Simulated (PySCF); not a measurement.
## How the method moves the adiabatic energies of losing or gaining an electron of bromocyclopropane

Structure: `BrC1CC1` (C3H5Br).

All levels share the PBE0-D3(BJ)/ma-def2-SVP structures and the PBE0-D3(BJ)/ma-def2-SVP thermal terms; only the single-point energies (PySCF) change. Values are adiabatic energies of losing or gaining an electron (0 K, eV).

Measured (NIST Chemistry WebBook): adiabatic ionisation energy 9.56 eV.

```csv
level,ionisation energy to the radical cation,time
LDA/ma-def2-TZVP,9.34,120 s
ωB97X-D3(BJ)/ma-def2-TZVP,9.52,–
LC-ωPBE/cc-pVTZ (grid 4),9.60,5.7 min
```

Times are wall times for all single points of a level on 1 thread of Intel Xeon Platinum 8259CL @ 2.50GHz, a shared host; the dash marks the run that also made the structures. LC-ωPBE, LDA ran on a slower path of this set-up, which computes the density-fitting integrals anew in every SCF cycle while the other levels store them. So the times needn't show the usual order of cost, and those levels read slower than they are.

The spread: 0.26 eV, from 9.34 to 9.60.

Caveats: spin-orbit coupling is left out of the energies, which matters for open shells on the heavier atoms; atoms from Ga to Kr are treated without relativity; C3 and C4 are equivalent in the parent, but the relaxed radical cation is symmetry-broken (Cs to C1), which is often an artefact of the method; its spin populations, distances and adiabatic value belong to that structure.
